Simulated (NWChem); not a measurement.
System meant: C₂H₃BBrF; SMILES C=CB(F)Br

The following NWChem deck was run.

```
start job
memory heap 200 mb stack 900 mb global 1100 mb
geometry units angstroms noautoz
  B     -0.650409    -0.570593     0.000000
  F     -1.969808    -0.540269     0.000000
  Br     0.251466     1.129046     0.000000
  C      0.100244    -1.921443     0.000000
  C      1.435449    -2.043488     0.000000
  H     -0.512084    -2.832237     0.000000
  H      1.931305    -3.019668     0.000000
  H      2.084137    -1.160754     0.000000
end
basis spherical
  * library def2-svp
end
dft
  odft
  mult 2
  xc b3lyp
  iterations 150
  mulliken
end
task dft energy
```

End of the output:

```
 Summary of "ao basis" -> "ao basis" (spherical)
 ------------------------------------------------------------------------------
       Tag                 Description            Shells   Functions and Types
 ---------------- ------------------------------  ------  ---------------------
 B                          def2-svp                 6       14   3s2p1d
 F                          def2-svp                 6       14   3s2p1d
 Br                         def2-svp                12       32   5s4p3d
 C                          def2-svp                 6       14   3s2p1d
 H                          def2-svp                 3        5   2s1p

 Summary of "ao basis" -> "ao basis" (spherical)
 ------------------------------------------------------------------------------
       Tag                 Description            Shells   Functions and Types
 ---------------- ------------------------------  ------  ---------------------
 B                          def2-svp                 6       14   3s2p1d
 F                          def2-svp                 6       14   3s2p1d
 Br                         def2-svp                12       32   5s4p3d
 C                          def2-svp                 6       14   3s2p1d
 H                          def2-svp                 3        5   2s1p

      Symmetry analysis of basis
      --------------------------

        a'         74
        a"         29

  number of electrons :                   64
  multiplicity        :                    2
 ------------------------------------------------------------------------
  no. of electrons and multiplicity not compatible                  64
 ------------------------------------------------------------------------
 ------------------------------------------------------------------------
  current input line :
    23: task dft energy
 ------------------------------------------------------------------------
 ------------------------------------------------------------------------
 There is an error in the input file
 ------------------------------------------------------------------------
 For more information see the NWChem manual at https://nwchemgit.github.io

0: no. of electrons and multiplicity not compatible:Received an Error in Communication
```

Problem. Find the fault in this run and fix the input.

Solution. The program refused the input. Cause: the multiplicity doesn't fit the number of electrons (an even count wants an odd multiplicity, and the reverse). This input runs:
```
start job
memory heap 200 mb stack 900 mb global 1100 mb
geometry units angstroms noautoz
  B     -0.650409    -0.570593     0.000000
  F     -1.969808    -0.540269     0.000000
  Br     0.251466     1.129046     0.000000
  C      0.100244    -1.921443     0.000000
  C      1.435449    -2.043488     0.000000
  H     -0.512084    -2.832237     0.000000
  H      1.931305    -3.019668     0.000000
  H      2.084137    -1.160754     0.000000
end
basis spherical
  B library def2-svp
  F library def2-svp
  Br library def2-svp
  C library def2-svp
  H library def2-svp
end
dft
  xc b3lyp
  iterations 150
  mulliken
end
task dft energy
```
It converges to -2776.51484 Ha (B3LYP/def2-SVP).
